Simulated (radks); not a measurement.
Rh XIII, 33 electrons, occupied as [Ar] 3d10 4s2 4p3. Method: Dirac Kohn-Sham, PBE, spin-unpolarised, spherical densities, point nucleus; open shells are shared between the two j in proportion to 2j + 1; computed with a radial shooting solver on a logarithmic mesh with Libxc functionals.

X-ray form factor f0, the Fourier transform of the density (f0(0) = 33):

sin(theta)/lambda (1/angstrom)  f0 (electrons)
0.05                                    32.856
0.1                                     32.432
0.15                                    31.753
0.2                                     30.858
0.25                                    29.793
0.3                                     28.608
0.4                                     26.071
0.5                                     23.563
0.6                                     21.260
0.8                                     17.398
1                                       14.290
1.25                                    11.154
1.5                                      8.828
2                                        6.277
